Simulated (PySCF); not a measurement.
Dipole moment and polarisability of Br2

Compound: Br2.
Numbering: `[Br:1][Br:2]`

Structure used (PBE0-D3(BJ)/def2-SVP), in Å, numbered top down from 1:
```
atom  x, y, z in Å
Br1   -0.6872    0.8271   -0.2363
Br2    0.7314   -0.9174    0.2424
```

Level: wB97X-D/def2-SVPD (PySCF), static field, nuclei fixed, core orbitals frozen in the response. The polarisability tensor in these axes (au):

```
x    46.10 -12.07   3.31
y   -12.07  51.13  -4.07
z     3.31  -4.07  37.40
```

What are the eigenvalues, a third of the trace, and Δα (Δα² = ½Σ(αi − αj)² over the three pairs)?

Principal values 36.28, 36.29 and 62.06 au; mean 44.88 au = 6.65 Å³ = 7.40 × 10⁻⁴⁰ C²·m²/J; Δα = 25.78 au (57 % of the mean).

What is the dipole moment?

0.00 D; point group D∞h allows none.

Sum over states: ᾱ = Σ f/ω², ω in Eh. What share falls to these 10 lowest TDDFT singlets (eV, f)? 2.79, 0.0011; 2.79, 0.0011; 5.00, 0.0000; 5.00, 0.0000; 7.86, 0.0000; 7.86, 0.0000; 8.16, 0.5697; 8.64, 0.0964; 8.64, 0.0964; 9.08, 0.0000.

They add up to 8.46 au, 18.8 % of the 44.88 au; the largest single term is 6.34 au, from the state at 8.16 eV. Terms in order: 0.11, 0.11, 0.00, 0.00, 0.00, 0.00, 6.34, 0.96, 0.96, 0.00 au. Higher excitations give the rest. The strengths listed sum to 0.765.

What would n − 1 = 2πNα be for an ideal gas of these molecules at 273.15 K and 1 atm, electronic part alone?

N = p/kT = 2.6868 × 10¹⁹ cm⁻³, so n − 1 = 2π × N × 6.65 × 10⁻²⁴ cm³ = 1123 × 10⁻⁶ at long wavelengths.

Molar refractivity from α?

Lorentz–Lorenz: R = (4π/3)N_A α = 2.5225 cm³/(mol·Å³) × 6.65 Å³ = 16.8 cm³/mol, in the limit of long wavelengths.

Geometry: PBE0-D3(BJ)/def2-SVP; no solvent, vibrations or thermal averaging. The calculation is non-relativistic, for bromine too.

Note: wB97X-D ran without an empirical dispersion term, which enters the total energy and its gradient alone.
